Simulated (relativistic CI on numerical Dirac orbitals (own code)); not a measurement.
Calculated levels, I III

Computed by Dirac-Coulomb-Breit CI, KLI orbitals optimised for each configuration, QED by a radiative potential, valence Slater integrals scaled by 0.85, P86 correlation energy added to each configuration (own radial code, finite nucleus).

CI space (outside the closed core [Kr] 4d10): 5s2 5p3, 5s 5p4, 5s2 5p2 5d, 5p5, 5s2 5p2 5f, 5s2 5p2 6s, 5s 5p3 5d, 5s2 5p2 6p, 5s2 5p2 7s, 5s2 5p2 6d, 5s2 5p2 4f, 5s 5p3 5f, 5s2 5p2 7p, 5s2 5p2 8s, 5s2 5p2 5g, 5s2 5p2 7d, 5s2 5p2 8p, 5s2 5p2 6f, 5s 5p3 6s, 5s2 5p 4f 5d, 5s 5p2 6s2, 5p4 6p, 5s2 5p 5d 5f, 5s 5p3 6p, 5s 5p3 4f, 5p4 5d, 5s2 5p 5d2, 5s2 5d3, 5s2 5d2 5f, 5s2 5d2 6s, 5s 5p 5d3, 5s2 5d2 6p, 5s2 5p 4f2, 5s2 4f2 5d, 5s2 4f2 5f, 5s2 4f2 6s, 5s 5p 4f2 5d, 5s2 4f2 6p, 5s2 5p 5f2, 5s2 5d 5f2, 5s2 5f3, 5s2 5f2 6s, 5s 5p 5d 5f2, 5s2 5f2 6p, 5p3 5d2, 5p2 5d3, 5p2 5d2 5f, 5p2 5d2 6s, 5p2 5d2 6p, 5s2 5p 5d 6s, 5s2 5d 5f 6s, 5s2 5d 6s2, 5s 5p 5d2 6s, 5s2 5d 6s 6p, 5s 5p2 6s 6p, 5s 5p 5d 6s 6p, 5s 5p 5f 6s 6p, 5s 5p 6s2 6p, 5p2 5d 6s 6p, 5s 5p 6s 6p2. Double excitations out of closed p, d and f shells are left out; levels of such configurations are missing from the list, as are those of other unlisted configurations, and high levels can miss mixing partners. These lack a partner that the ground configuration has and come out too high: 5s2 5p2 7s, 5s2 5p2 6d, 5s2 5p2 4f, 5s 5p3 5f, 5s2 5p2 7p.

The lowest level is 5s2 5p3 4S°_3/2, with 87 % of that term; Hund's rules for 5s2 5p3 give 4S° with J = 3/2, in agreement.

```
No.  Configuration  Term    J  E (cm⁻¹)   %  Landé g    jj configuration (%)
  1        5s2 5p3   4S°  3/2       0.0  87    1.917              5p3/2 (52)
  2        5s2 5p3   2D°  3/2   11642.5  76    0.960      5p1/2 5p3/2^2 (59)
  3        5s2 5p3   2D°  5/2   14838.6  97    1.200      5p1/2 5p3/2^2 (97)
  4        5s2 5p3   2P°  1/2   23680.5  96    0.666      5p1/2 5p3/2^2 (96)
  5        5s2 5p3   2P°  3/2   28875.9  73    1.258            5p3/2^3 (87)
  6         5s 5p4    4P  5/2   87726.4  81    1.584         5s 5p3/2^2 (70)
  7         5s 5p4    4P  3/2   92937.7  81    1.711   5s 5p1/2 5p3/2^3 (65)
  8         5s 5p4    4P  1/2   94922.4  80    2.641         5s 5p3/2^2 (31)
  9         5s 5p4    2D  3/2  106283.4  44    0.876   5s 5p1/2 5p3/2^3 (27)
 10         5s 5p4    2D  5/2  109258.5  58    1.209   5s 5p1/2 5p3/2^3 (54)
 11     5s2 5p2 5d    4F  3/2  113516.4  65    0.582      5p1/2^2 5d3/2 (49)
 12     5s2 5p2 5d    4F  5/2  115029.7  69    1.105      5p1/2^2 5d5/2 (44)
 13     5s2 5p2 5d    2P  3/2  115170.9  58    1.161  5p1/2 5p3/2 5d3/2 (50)
 14     5s2 5p2 5d    2P  1/2  117384.4  49    0.652  5p1/2 5p3/2 5d3/2 (52)
 15     5s2 5p2 5d    4F  7/2  118544.9  82    1.259  5p1/2 5p3/2 5d5/2 (78)
 16     5s2 5p2 5d    2F  5/2  120064.5  67    0.968  5p1/2 5p3/2 5d3/2 (75)
 17     5s2 5p2 5d    4F  9/2  121981.7  86    1.307  5p1/2 5p3/2 5d5/2 (66)
 18     5s2 5p2 5d    2F  7/2  122374.0  45    1.261  5p1/2 5p3/2 5d5/2 (45)
 19     5s2 5p2 5d    4D  1/2  122374.0  43    1.184         5p1/2^2 6s (43)
 20     5s2 5p2 5d    4D  3/2  123192.4  79    1.153  5p1/2 5p3/2 5d5/2 (31)
 21     5s2 5p2 6s    4P  1/2  123829.6  45    1.463         5p1/2^2 6s (36)
 22     5s2 5p2 5d    4D  5/2  125038.9  56    1.204  5p1/2 5p3/2 5d5/2 (58)
 23     5s2 5p2 6s    4P  3/2  128915.7  93    1.707     5p1/2 5p3/2 6s (97)
 24         5s 5p4    2S  1/2  129796.9  45    1.741         5s 5p3/2^4 (27)
 25     5s2 5p2 5d    4D  7/2  130472.9  40    1.235      5p3/2^2 5d5/2 (70)
 26     5s2 5p2 6s    2P  1/2  132097.2  66    1.005     5p1/2 5p3/2 6s (75)
 27     5s2 5p2 6s    4P  5/2  132935.0  74    1.522     5p1/2 5p3/2 6s (71)
 28     5s2 5p2 6s    2P  3/2  134529.4  36    1.098     5p1/2 5p3/2 6s (56)
 29     5s2 5p2 5d    2G  7/2  135456.2  76    0.954  5p1/2 5p3/2 5d3/2 (28)
 30     5s2 5p2 5d    4P  5/2  136743.1  65    1.526  5p1/2 5p3/2 5d5/2 (25)
 31     5s2 5p2 5d    2G  9/2  136914.5  86    1.138      5p3/2^2 5d5/2 (66)
 32     5s2 5p2 5d    4P  3/2  138711.3  59    1.569  5p1/2 5p3/2 5d3/2 (41)
 33     5s2 5p2 5d    2D  3/2  139097.4  60    0.988  5p1/2 5p3/2 5d5/2 (32)
 34     5s2 5p2 5d    4P  1/2  139799.5  64    2.317  5p1/2 5p3/2 5d3/2 (62)
 35     5s2 5p2 5d    2D  5/2  142987.5  54    1.154  5p1/2 5p3/2 5d3/2 (32)
 36     5s2 5p2 6p   4D°  1/2  143123.7  48    0.779      5p1/2^2 6p1/2 (87)
 37     5s2 5p2 6s    2D  5/2  144876.6  47    1.197         5p3/2^2 6s (49)
 38     5s2 5p2 6s    2D  3/2  146387.9  54    1.054         5p3/2^2 6s (52)
 39     5s2 5p2 5d    2P  1/2  146478.0  76    0.980      5p3/2^2 5d3/2 (40)
 40     5s2 5p2 6p   4D°  3/2  146539.1  48    1.331      5p1/2^2 6p3/2 (81)
 41     5s2 5p2 5d    2P  3/2  147788.4  42    1.281         5s 5p3/2^2 (28)
 42     5s2 5p2 6p   2S°  1/2  149012.7  48    1.290  5p1/2 5p3/2 6p1/2 (78)
 43     5s2 5p2 5d    2D  5/2  149431.8  42    1.131      5p3/2^2 5d5/2 (30)
 44     5s2 5p2 5d    2F  7/2  149685.6  87    1.134      5p3/2^2 5d3/2 (52)
 45     5s2 5p2 6p   4D°  3/2  151443.5  42    1.260  5p1/2 5p3/2 6p1/2 (84)
 46     5s2 5p2 6p   4D°  5/2  152501.2  80    1.391  5p1/2 5p3/2 6p3/2 (88)
 47     5s2 5p2 5d    2D  3/2  152659.1  41    0.997      5p3/2^2 5d3/2 (28)
 48     5s2 5p2 5d    2D  5/2  153220.3  64    1.162      5p3/2^2 5d5/2 (30)
 49     5s2 5p2 6p   4P°  1/2  154031.7  74    2.318  5p1/2 5p3/2 6p3/2 (74)
 50     5s2 5p2 6p   2D°  3/2  154043.2  53    1.310  5p1/2 5p3/2 6p3/2 (89)
 51     5s2 5p2 6p   2D°  5/2  154983.6  45    1.317  5p1/2 5p3/2 6p1/2 (70)
 52         5s 5p4    2P  1/2  155891.2  34    1.323   5s 5p1/2 5p3/2^3 (26)
 53     5s2 5p2 6p   4D°  7/2  156510.1  79    1.377  5p1/2 5p3/2 6p3/2 (74)
 54     5s2 5p2 5d    2D  3/2  157117.5  78    0.884      5p3/2^2 5d3/2 (47)
 55     5s2 5p2 6p   4P°  3/2  157144.7  44    1.715  5p1/2 5p3/2 6p1/2 (53)
 56     5s2 5p2 5d    2D  3/2  157820.8  31    1.075   5s 5p1/2 5p3/2^3 (36)
 57     5s2 5p2 5d    2D  5/2  158889.8  59    1.157      5p3/2^2 5d5/2 (69)
 58     5s2 5p2 6p   2P°  3/2  158995.2  68    1.210  5p1/2 5p3/2 6p3/2 (70)
 59     5s2 5p2 6p   2D°  5/2  159881.0  47    1.273  5p1/2 5p3/2 6p3/2 (68)
 60     5s2 5p2 6s    2S  1/2  159983.3  63    1.612         5p3/2^2 6s (61)
 61     5s2 5p2 6p   2P°  1/2  160807.2  73    0.854  5p1/2 5p3/2 6p3/2 (58)
 62     5s2 5p2 5d    2S  1/2  166750.6  37    1.761         5s 5p3/2^4 (29)
 63     5s2 5p2 6p   2D°  3/2  167853.5  48    1.121      5p3/2^2 6p1/2 (73)
 64     5s2 5p2 6p   2D°  5/2  167990.1  63    1.228      5p3/2^2 6p3/2 (72)
 65     5s2 5p2 6p   2F°  5/2  168710.4  55    1.021      5p3/2^2 6p1/2 (79)
 66     5s2 5p2 6p   2F°  7/2  169336.4  79    1.196      5p3/2^2 6p3/2 (73)
 67     5s2 5p2 4f   4G°  5/2  170439.7  59    0.732      5p1/2^2 4f5/2 (72)
 68     5s2 5p2 6p   2P°  1/2  170608.4  89    0.747      5p3/2^2 6p3/2 (47)
 69     5s2 5p2 4f   4G°  7/2  171449.8  35    1.133      5p1/2^2 4f7/2 (70)
 70     5s2 5p2 6p   2P°  3/2  173928.8  69    1.259      5p3/2^2 6p3/2 (84)
```

Energies count from the lowest computed level; ° marks odd parity. Filled j subshells are mostly left out of the jj labels.

The mean weight of the leading LS term, summed over parents, in these 70 levels is 62 %, and that of the leading jj configuration (from the same eigenvectors) 58 %.

Correlation outside the listed configurations is missing or only estimated: errors of thousands of cm⁻¹ between configurations and terms are usual at this charge. Rates and lifetimes follow the computed energies and can be off by large factors. The fine structure of a lone outer electron comes out too small, for d and f at times inverted, and misplaced configurations move strength between like terms.

LS names give the leading component of a level, which can be under half, so a name can repeat, a term be missing and a line seem to break the LS rules.
